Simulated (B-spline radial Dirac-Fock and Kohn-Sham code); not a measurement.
**Core-hole lifetimes of Ga⁺**

System: gallium as Ga⁺, configuration [Ar] 3d10 4s2.

Input of the calculation (task.json; shells as n, l, electrons):

```json
{"items": [{
  "Z": 31,
  "q": 1,
  "cfg": [[1, 0, 2], [2, 0, 2], [2, 1, 6], [3, 0, 2], [3, 1, 6], [3, 2, 10], [4, 0, 2]],
  "A": 69,
  "rrms": 3.9973,
  "do": ["binding", "quiet", "decay"],
  "holes": ["K", "L1", "L2", "L3", "M1", "M2", "M3", "M4", "M5", "N1"]
}]}
```

Launch: `python xray_run.py task.json out`

Model: independent-particle radiative and Coulomb Auger rates from relativistic LDA hole-state orbitals, with Dirac-Fock energies. Program: a radial finite-basis atomic code.

Partial widths are in eV. Coster-Kronig decay leaves a hole in the same principal shell; its rates are the weakest part of the model, often 1.5 to 2.5 times too large and more for N holes. Holes without an open Auger channel, or with an unreliable SCF state, are not listed.

| hole | radiative | Auger | Coster-Kronig | total | fluorescence yield | lifetime (fs) |
| --- | --- | --- | --- | --- | --- | --- |
| 1s | 0.887 | 0.842 | 0 | 1.73 | 0.513 | 0.381 |
| 2s | 0.00709 | 0.533 | 8.20 | 8.74 | 0.000811 | 0.0753 |
| 2p1/2 | 0.00980 | 0.743 | 0 | 0.753 | ? | ? |
| 2p3/2 | 0.00963 | 0.772 | 0 | 0.782 | 0.0123 | 0.842 |
| 3s | 5.19e-05 | 0.00971 | 2.69 | 2.70 | 1.92e-05 | 0.244 |
| 3p1/2 | 0.000178 | 0.000393 | 3.84 | 3.84 | 4.64e-05 | 0.171 |
| 3p3/2 | 0.000166 | 0.000232 | 3.59 | 3.59 | 4.62e-05 | 0.183 |

**Question.** What are the fluorescence yield and the lifetime of the 2p1/2 hole?

**Answer.** The yield is the radiative width over the total, 0.0130, and the lifetime is ħ/Γ = 0.874 fs.
